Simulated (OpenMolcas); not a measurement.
# Ta³⁺: effect of correlating more closed shells

```yaml
Program: OpenMolcas 26.06
Basis: ANO-RCC-VQZP [9s8p6d4f3g2h]
Scalar_Hamiltonian: DKH2, point nucleus
Active_space: 2 electrons in 5 orbitals (5d)
State_averaging: 2S+1 = 3 even, 10 roots; 2S+1 = 1 even, 15 roots
Spin-orbit_coupling: state interaction with AMFI integrals over the reference wave functions, term energies averaged over their components
```

Methods on the same reference wave functions:
A. CASSCF
B. SS-CASPT2, IPEA 0.25 Eh, imaginary shift 0.1 Eh (closed shells correlated: 5s 5p)
C. SS-CASPT2, IPEA 0.25 Eh, imaginary shift 0.1 Eh (closed shells correlated: 4f 5s 5p)

Energies in cm-1 above 5d2 3F2.

```csv
Level,A,B,C
5d2 3F2,0.0,0.0,0.0
5d2 3F3,4579,4950,4950
5d2 3F4,8915,9170,9170
5d2 3P0,13138,11860,11640
5d2 1D2 [57 %],13647,10780,10730
5d2 3P1,15543,14600,14380
5d2 3P2 [62 %],20638,18820,18650
5d2 1G4,20935,19150,19100
5d2 1S0,43495,36080,35950
```

Between B and C the level of the table that moves most is 5d2 3P1, by 220 cm-1 (lowest in C, highest in B). Moves below CASPT2's spread within the term are not significant.

From A to B the spin-free energies of the other terms of 5d2 shown, above 3F, scale by factors of 0.53 to 0.88.

The lowest spin-free term lies below A's lowest term by 0.240 hartree in B, 1.218 hartree in C.

What an inner shell adds also hangs on whether the basis holds functions to correlate it.

CASPT2 breaks the degeneracy within a term, and the mean is taken; among the terms shown or strongly mixed into the levels shown the widest spread is 680 cm-1 (5d2 1G, C). Without dynamic correlation excited terms often stand tens of per cent too high (terms of higher spin than the ground term too low), and those without a measured partner can miss by more than the paired ones (holds for A). Only configurations of the active space appear.

A share in square brackets marks a mixed level and gives the weight of the term that names it, the lowest over the columns.
